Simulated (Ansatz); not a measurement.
Program: Ansatz 0.2.0.

CH4GeOSe (`C1[O][GeH2][Se]1`) at its PBE0-D4/def2-TZVP geometry, where that method's forces vanish. Charge 0, multiplicity 1.

```json
{"atom": "C1", "x (Å)": "-1.095", "y (Å)": "0.581", "z (Å)": "-0.069"}
{"atom": "O2", "x (Å)": "-0.558", "y (Å)": "-0.402", "z (Å)": "0.778"}
{"atom": "Ge3", "x (Å)": "1.101", "y (Å)": "-0.617", "z (Å)": "0.109"}
{"atom": "Se4", "x (Å)": "0.362", "y (Å)": "1.020", "z (Å)": "-1.390"}
{"atom": "H5", "x (Å)": "-1.961", "y (Å)": "0.208", "z (Å)": "-0.619"}
{"atom": "H6", "x (Å)": "-1.351", "y (Å)": "1.489", "z (Å)": "0.480"}
{"atom": "H7", "x (Å)": "1.320", "y (Å)": "-2.046", "z (Å)": "-0.421"}
{"atom": "H8", "x (Å)": "2.183", "y (Å)": "-0.233", "z (Å)": "1.134"}
```

Task: For each bond, give half the difference of the two atoms' forces along it (eV/Å; positive pushes the atoms apart) under PBE-D4, r2SCAN-D4, B3LYP-D4, ωB97M-V in def2-TZVPP. (Estimate.)

Result: The calculation gave: 
| bond | length (Å) | PBE-D4 | r2SCAN-D4 | B3LYP-D4 | ωB97M-V |
| --- | --- | --- | --- | --- | --- |
| C1–O2 | 1.404 | 0.31 | 0.25 | 0.28 | 0.33 |
| C1–Se4 | 2.015 | 0.24 | 0.20 | 0.36 | -0.07 |
| C1–H5 | 1.092 | 0.08 | -0.08 | -0.19 | -0.15 |
| C1–H6 | 1.092 | 0.08 | -0.08 | -0.19 | -0.15 |
| O2–Ge3 | 1.801 | 0.45 | 0.08 | 0.26 | 0.04 |
| Ge3–Se4 | 2.339 | 0.30 | 0.09 | 0.37 | 0.00 |
| Ge3–H7 | 1.539 | 0.01 | -0.04 | -0.12 | -0.12 |
| Ge3–H8 | 1.539 | 0.01 | -0.04 | -0.12 | -0.12 |

B3LYP here is the variant with VWN-RPA as its local correlation; programs differ in this.
